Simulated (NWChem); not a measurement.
Species: CH4GeO, singlet; SMILES [CH3][Ge][OH]

```xyz
7

Ge     0.4111     0.1118     0.0001
C     -0.6503    -1.5909     0.0009
H     -0.4146    -2.1733    -0.8999
H     -1.7239    -1.3838     0.0309
H     -0.3691    -2.2064     0.8656
O     -1.0469     1.1986     0.0002
H     -0.7574     2.1256    -0.0025
```
Atoms are numbered in this order, from 1.

Low-valent species are run as closed-shell singlets; no triplet was tried in these runs. All runs use the structure optimised with B3LYP/6-31G* (spherical d).

Give the principal values of the shielding tensors (ppm) of Ge1, C2, O6 from BHandHLYP/pcSseg-1, GIAO (NWChem), with their diamagnetic and paramagnetic parts as GIAO splits them.


```csv
atom,σ11,σ22,σ33,isotropic,diamagnetic,paramagnetic
Ge1,-1297.8,1099.5,1218.0,339.9,2753.1,-2413.2
C2,89.1,152.5,195.6,145.7,251.7,-105.9
O6,-388.8,144.7,290.7,15.6,393.9,-378.3
```
